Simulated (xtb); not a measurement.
Cl$_{3}$Tm, septet, geometry from GFN2-xTB of the parent state (such geometries of metal compounds can be far from the true shape) (GFN-xTB holds the 4f electrons in the core, so unpaired electrons go into valence orbitals and the state isn't the physical one) (another spin typed on purpose, not shown lowest); GFN2-xTB run with xtb 6.7.1.

The xtb input:
```
$ xtb mol.xyz --gfn 2 --chrg 0 --uhf 6 --json

# file mol.xyz
4

Tm    -0.12019061    -0.35763648    -0.23406582
Cl     2.18662050     0.16168225    -0.23036563
Cl    -0.61488192    -0.40734893     2.07762022
Cl    -1.08390610     1.69725002    -0.89722273
```

What the program printed (banner, timings and long lists left out):

```
   ID    Z sym.   atoms
    1   69 Tm     1
    2   17 Cl     2-4

           -------------------------------------------------
          |                Calculation Setup                |
           -------------------------------------------------

           -------------------------------------------------
          |                 G F N 2 - x T B                 |
           -------------------------------------------------

          ...................................................
          :                      SETUP                      :
          :.................................................:
          :  # basis functions                  40          :
          :  # atomic orbitals                  36          :
          :  # shells                           12          :
          :  # electrons                        24          :
          :  max. iterations                   250          :
          :  Hamiltonian                  GFN2-xTB          :
          :  restarted?                      false          :
          :  GBSA solvation                  false          :
          :  PC potential                    false          :
          :  electronic temp.          300.0000000     K    :
          :  accuracy                    1.0000000          :
          :  -> integral cutoff          0.2500000E+02      :
          :  -> integral neglect         0.1000000E-07      :
          :  -> SCF convergence          0.1000000E-05 Eh   :
          :  -> wf. convergence          0.1000000E-03 e    :
          :  Broyden damping             0.4000000          :
          :  net charge                          0          :
          :  unpaired electrons                  6          :
          ...................................................

 iter      E             dE          RMSdq      gap      omega  full diag
   1     -0.6964726 -0.696473E+00  0.534E+01    0.30       0.0  T
   2    -11.5899342 -0.108935E+02  0.299E+01    0.00       1.0  T
   3    -14.0820602 -0.249213E+01  0.106E+01    0.06       1.0  T
   4    -14.3708938 -0.288834E+00  0.710E+00    0.23       1.0  T
   5    -14.3937604 -0.228665E-01  0.604E+00    0.24       1.0  T
   6    -14.1166247  0.277136E+00  0.860E+00    0.26       1.0  T
   7    -14.3276873 -0.211063E+00  0.592E+00    0.26       1.0  T
   8    -13.7907522  0.536935E+00  0.113E+01    0.25       1.0  T
   9    -14.4378006 -0.647048E+00  0.259E+00    0.25       1.0  T
[...]
         :: total energy             -14.430794035505 Eh    ::
[...]
        26                         -0.0436878              -1.1888
       ...                                ...                  ...
        36                          0.5901278              16.0582
      -------------------------------------------------------------
                  HL-Gap            0.0090345 Eh            0.2458 eV
             Fermi-level           -0.3943660 Eh          -10.7312 eV

     #   Z          covCN         q      C6AA      α(0)
     1  69 Tm       2.175    -0.735   297.443    37.135
     2  17 Cl       0.725     0.245    91.886    14.662
     3  17 Cl       0.725     0.245    91.886    14.662
     4  17 Cl       0.725     0.245    91.886    14.662

 Mol. C6AA /au·bohr⁶  :       2074.607974
 Mol. C8AA /au·bohr⁸  :     188071.622513
 Mol. α(0) /au        :         81.121204

Wiberg/Mayer (AO) data.
largest (>0.10) Wiberg bond orders for each atom

 ---------------------------------------------------------------------------
     #   Z sym  total        # sym  WBO       # sym  WBO       # sym  WBO
 ---------------------------------------------------------------------------
     1  69 Tm   1.345 --     2 Cl   0.448     3 Cl   0.448     4 Cl   0.448
     2  17 Cl   1.043 --     1 Tm   0.448     4 Cl   0.297     3 Cl   0.297
     3  17 Cl   1.043 --     1 Tm   0.448     4 Cl   0.297     2 Cl   0.297
     4  17 Cl   1.043 --     1 Tm   0.448     3 Cl   0.297     2 Cl   0.297
 ---------------------------------------------------------------------------

Topologies differ in total number of bonds
Writing topology from bond orders to xtbtopo.mol

molecular dipole:
                 x           y           z       tot (Debye)
 q only:        0.393       1.169       0.765
   full:        0.125       0.371       0.243       1.171
molecular quadrupole (traceless):
                xx          xy          yy          xz          yz          zz
 q only:        2.137      -1.792      -2.592      -1.173      -3.489       0.455
  q+dip:        1.335      -1.119      -1.619      -0.733      -2.180       0.285
   full:        1.298      -1.089      -1.575      -0.713      -2.120       0.277

           -------------------------------------------------
          | TOTAL ENERGY              -14.430794035505 Eh   |
          | GRADIENT NORM               0.018901230812 Eh/α |
          | HOMO-LUMO GAP               0.245841578077 eV   |
           -------------------------------------------------

normal termination of xtb
```
